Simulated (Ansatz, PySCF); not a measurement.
Si(F)(I)(Me)2 (C2H6FISi), SMILES C[Si](C)(F)I. Atoms are numbered in the order given.

```xyz
11

C      2.0420    -1.3921    -0.5777
Si     0.4166    -0.5813    -0.9863
C     -0.8990    -1.7406    -1.6120
F      0.6850     0.5502    -2.1306
I     -0.4275     0.6036     1.0146
H      2.7751    -0.6461    -0.2357
H      1.9123    -2.1408     0.2192
H      2.4455    -1.8963    -1.4716
H     -1.8218    -1.1911    -1.8515
H     -1.1367    -2.5027    -0.8537
H     -0.5474    -2.2503    -2.5246
```

Geometry: B3LYP-D3(BJ)/def2-SVP. The def2 effective core potentials stand for the cores of I; spin–orbit coupling is left out.

Two levels are set side by side: PBE-D3(BJ)/def2-SVP (Ansatz, a first-principles code) and B3LYP-D3(BJ)/def2-SVP (Ansatz). Each level has its own optimised geometry; the coordinates shown are those of the second. Frequencies come from the Hessian of PySCF at each geometry. Differences are taken from unrounded values.

```
quantity                            B3LYP-D3(BJ)
----------------------------------  ------------
mean bond length (Å)                       1.444
bond C1–Si2 (Å)                            1.862
bond Si2–C3 (Å)                            1.862
bond Si2–F4 (Å)                            1.632
bond Si2–I5 (Å)                            2.474
bond C1–H6 (Å)                             1.100
bond C1–H7 (Å)                             1.101
bond C1–H8 (Å)                             1.103
bond C3–H9 (Å)                             1.100
bond C3–H10 (Å)                            1.101
bond C3–H11 (Å)                            1.103
highest harmonic wavenumber (cm⁻¹)          3141
mean harmonic wavenumber (cm⁻¹)             1260
zero-point energy (kcal/mol)               48.62
```

**Question.** What does PBE-D3(BJ) give, and how far is it from B3LYP-D3(BJ)? (An estimate is asked for; the answer gives what the named calculation found.)

**Answer.** 
```
quantity                            PBE-D3(BJ)  PBE-D3(BJ) minus B3LYP-D3(BJ)
----------------------------------  ----------  -----------------------------
mean bond length (Å)                     1.451                          0.007
bond C1–Si2 (Å)                          1.868                          0.007
bond Si2–C3 (Å)                          1.868                          0.007
bond Si2–F4 (Å)                          1.644                          0.012
bond Si2–I5 (Å)                          2.475                          0.001
bond C1–H6 (Å)                           1.108                          0.007
bond C1–H7 (Å)                           1.108                          0.007
bond C1–H8 (Å)                           1.110                          0.007
bond C3–H9 (Å)                           1.108                          0.007
bond C3–H10 (Å)                          1.108                          0.007
bond C3–H11 (Å)                          1.110                          0.007
highest harmonic wavenumber (cm⁻¹)        3094                            -47
mean harmonic wavenumber (cm⁻¹)           1228                            -31
zero-point energy (kcal/mol)             47.41                          -1.21
```

GGA bonds tend to be longer and softer than those of functionals with exact exchange. Differences between two approximate levels are no errors against the true value.
